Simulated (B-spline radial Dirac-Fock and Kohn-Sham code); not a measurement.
Core-level shifts of tin with charge state

Calculated with a B-spline atomic structure program, using multi-electron Dirac-Fock with separately optimised hole states, Breit and Lamb-shift corrections added in first order. Each ion is free and in its tabulated ground configuration. The model has no electron correlation.

Reference: Sn⁴⁰⁺, [He] 2s2 2p6, with 1s 31846.1 eV. Shifts from it, in eV (a dash: the subshell is empty, belongs to an open shell averaged over j, or its hole state is left out as unreliable):

```tsv
ion	configuration	1s
Sn⁴¹⁺	[He] 2s2 2p5	+295.9
Sn⁴²⁺	[He] 2s2 2p4	+596.4
Sn⁴³⁺	[He] 2s2 2p3	+901.4
Sn⁴⁴⁺	[He] 2s2 2p2	+1211.0
Sn⁴⁵⁺	[He] 2s2 2p1	+1525.2
Sn⁴⁶⁺	[He] 2s2	+1844.0
Sn⁴⁷⁺	[He] 2s1	?
Sn⁴⁸⁺	1s2	+2408.6
Sn⁴⁹⁺	1s1	+3346.5
```

Q: Give the missing shifts for Sn⁴⁷⁺.

A: 1s – (eV).
